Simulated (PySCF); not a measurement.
Computed IR spectrum (relative IR intensity) of a molecule CH₁₂N₂Si₃. Geometry optimised at PBE0-D3(BJ)/def2-SVP. Other conformers were not sampled. Method: PBE0-D3(BJ)/def2-SVP (PySCF 2.14.0). Frequencies are harmonic and unscaled.

Lines under 2 % of the strongest are left out, and lines within 2 cm⁻¹ are merged.

```tsv
ν (cm⁻¹)	relative intensity
103	2.2
190	6.0
244	4.9
292	28
337	5.5
387	35
398	10
439	72
453	33
505	20
666	34
674	21
695	37
819	6.6
847	25
859	74
875	100
906	23
918	44
937	23
941	19
1260	16
1427	2.9
1544	19
1546	30
2185	35
2197	23
2209	31
2217	58
2221	49
3598	13
3602	10
3698	9.2
3708	12
```

### Question
Which molecule gave these data?
A) C[Si](N)(N)[SiH2][SiH3]
B) CN[SiH2]N([SiH3])[SiH3]
C) CN([SiH3])[SiH2][SiH2]N
D) N[SiH2]CN([SiH3])[SiH3]

### Answer
A, C[Si](N)(N)[SiH2][SiH3]
